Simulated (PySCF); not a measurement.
FeF2, SMILES [Fe]([F])[F] (connectivity only; charge and spin as stated), neutral, multiplicity 5. Geometry optimised at PBE0-D3(BJ)/def2-TZVP. The spin state was assumed, not searched.

Level of theory: PBE0-D3(BJ)/def2-TZVP in PySCF.

Harmonic wavenumbers (cm⁻¹): 147, 147, 608, 758. Rotational constants (GHz): 4.330 (linear); symmetry number 2.

Question: Work out the zero-point energy and the ideal-gas rigid-rotor harmonic-oscillator thermochemistry at 298.15 K and 1 atm.

Answer: ZPE = ½ Σ hcν = ½ × 1659 cm⁻¹ = 9.92 kJ/mol. H − E(el) = 22.66 kJ/mol. Entropy in J/(mol K): translation 165.39, rotation 62.99, vibration 25.58, spin 13.38, total 267.34. G − E(el) = -57.05 kJ/mol. Cp = 52.32 J/(mol K). Modes under 150 cm⁻¹ make the vibrational entropy uncertain.
